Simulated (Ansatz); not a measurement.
`C[S][GeH2][OH]` + `O[SiH2][TeH]` → `C[Te][SiH2]O` + `[OH][GeH2][SH]`  (substitution at a C–S bond)

Calculated with Ansatz (gas phase, PBE0-D4/def2-TZVP geometries, no zero-point term in ΔE). CCSD(T)/CBS adds triple-zeta CCSD(T) − MP2 to the extrapolated MP2 energy (def2 sets, frozen cores). Elements past krypton have def2 core potentials. For Ge, Te outer-core shells are correlated without core-valence functions, which leaves a few kJ/mol of doubt a bond. Scalar relativity is left out up to krypton. One conformer a species, not always the lowest.

`C[S][GeH2][OH]`:

Cartesian coordinates in Å:
```
C 1.661 -0.413 -0.269
S 0.894 0.588 1.038
Ge -1.240 0.153 0.666
O -1.962 1.194 -0.586
H 1.509 0.028 -1.254
H 1.283 -1.435 -0.256
H 2.730 -0.433 -0.059
H -2.036 0.488 1.928
H -1.339 -1.320 0.217
H -1.500 1.149 -1.426
```

`O[SiH2][TeH]`:

Z-matrix (Å, degrees):
```
Si
Te 1 2.499
O 1 1.643 2 113.5
H 1 1.478 2 108.1 3 116.6
H 1 1.485 2 106.3 3 -123.7
H 2 1.657 1 91.0 3 97.5
H 3 0.959 1 117.4 2 -44.3
```

`C[Te][SiH2]O`:

Cartesian coordinates in Å:
```
C 1.819 0.040 -0.643
Te 0.763 1.600 0.396
Si -1.383 0.381 0.394
O -1.245 -1.000 1.288
H 1.389 -0.096 -1.633
H 1.763 -0.877 -0.062
H 2.854 0.365 -0.729
H -1.780 0.008 -0.992
H -2.388 1.318 0.961
H -1.792 -1.740 1.020
```

`[OH][GeH2][SH]`:

Z-matrix (Å, degrees):
```
Ge
S 1 2.219
O 1 1.777 2 110.8
H 1 1.530 2 112.3 3 115.5
H 1 1.537 2 104.7 3 -120.2
H 2 1.343 1 94.0 3 -65.1
H 3 0.960 1 112.2 2 -50.4
```

```csv
level,ΔE (kJ/mol)
HF/def2-QZVPP,-14.8
MP2/def2-QZVPP,-21.9
```

(1) What does CCSD(T)/CBS give? (An estimate is asked.)

Largest T1 diagnostic among the species: 0.012.

Results:

(1) Computed: -19.5 kJ/mol. The listed levels differ from it by 4.7, -2.4 kJ/mol.

In def2-TZVPP, CCSD(T) changes the Hartree–Fock value by −4.4 kJ/mol (the triples alone add −0.5 kJ/mol) and MP2 by −7.0 kJ/mol.
